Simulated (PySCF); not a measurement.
Al(Me)2(OH)(MeCN), C4H10AlNO, singlet (GFN2-xTB optimised geometry):

```
17

Al    -0.261     0.097     0.000
C     -1.102    -1.560    -0.781
H     -1.040    -1.540    -1.873
H     -2.161    -1.669    -0.543
H     -0.611    -2.488    -0.471
C     -1.262     1.831     0.000
H     -2.340     1.677     0.095
H     -1.119     2.415    -0.913
H     -0.969     2.488     0.825
O      1.399     0.097     0.000
H      2.340     0.116    -0.088
C      0.076    -2.077     3.858
C     -0.276    -1.175     2.808
N     -0.571    -0.450     1.972
H     -0.021    -1.579     4.823
H      1.106    -2.402     3.719
H     -0.584    -2.943     3.828
```

Calculation: PBE0/def2-SVP (PySCF 2.14.0).

What are the frontier orbital energies and the dipole moment?

HOMO-2 -7.97 eV, HOMO-1 -7.44 eV, HOMO -6.13 eV, LUMO -0.50 eV, LUMO+1 -0.32 eV; dipole moment 7.41 D.

On the same geometry PBE/def2-SVP (PySCF) gives HOMO-2 -6.25 eV, HOMO-1 -5.86 eV, HOMO -4.80 eV, LUMO -1.54 eV, LUMO+1 -1.37 eV; dipole moment 7.20 D.

Meta-Löwdin charges at PBE0/def2-SVP: Al1 0.84, C2 -0.62, H3 0.10, H4 0.09, H5 0.09, C6 -0.62, H7 0.10, H8 0.10, H9 0.09, O10 -0.76, H11 0.33, C12 -0.33, C13 0.23, N14 -0.12, H15 0.16, H16 0.16, H17 0.16.
